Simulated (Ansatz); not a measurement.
`N[CH2][GeH2][OH]`. Total charge 0; spin multiplicity 1. Geometry: relaxed with PBE0-D4/def2-TZVP. It is one conformer, not always the lowest.

```xyz
11

N    -1.830    0.207   -0.277
C    -0.688   -0.575    0.176
Ge    0.954    0.371   -0.298
O     2.231   -0.414    0.678
H    -2.695   -0.302   -0.149
H    -1.912    1.067    0.249
H    -0.672   -1.528   -0.358
H    -0.665   -0.808    1.250
H     0.851    1.865    0.091
H     1.309    0.255   -1.795
H     3.116   -0.138    0.433
```

(1) What is the dipole moment at ωB97M-V/def2-TZVPP? (Estimate.)

(2) And with PBE, r2SCAN, B3LYP? (Estimate.)

(3) Give the Mulliken charges with ωB97M-V, r2SCAN, B3LYP in def2-TZVPP. (Estimate.)

Results:

(1) Computed: 0.71 D, with components (-0.58, 0.36, 0.22) D in this frame, pointing from negative to positive charge.

(2) Computed: PBE 0.72 D, r2SCAN 0.73 D, B3LYP 0.72 D.

(3) Ansatz gave: 
| atom | ωB97M-V | r2SCAN | B3LYP |
| --- | --- | --- | --- |
| N1 | -0.30 | -0.37 | -0.35 |
| C2 | -0.25 | -0.10 | -0.18 |
| Ge3 | 0.38 | 0.41 | 0.41 |
| O4 | -0.43 | -0.46 | -0.44 |
| H5 | 0.10 | 0.13 | 0.13 |
| H6 | 0.12 | 0.14 | 0.13 |
| H7 | 0.13 | 0.07 | 0.11 |
| H8 | 0.14 | 0.08 | 0.11 |
| H9 | -0.02 | -0.05 | -0.05 |
| H10 | -0.01 | -0.04 | -0.04 |
| H11 | 0.16 | 0.18 | 0.17 |

B3LYP here is the variant with VWN-RPA as its local correlation; programs differ in this.
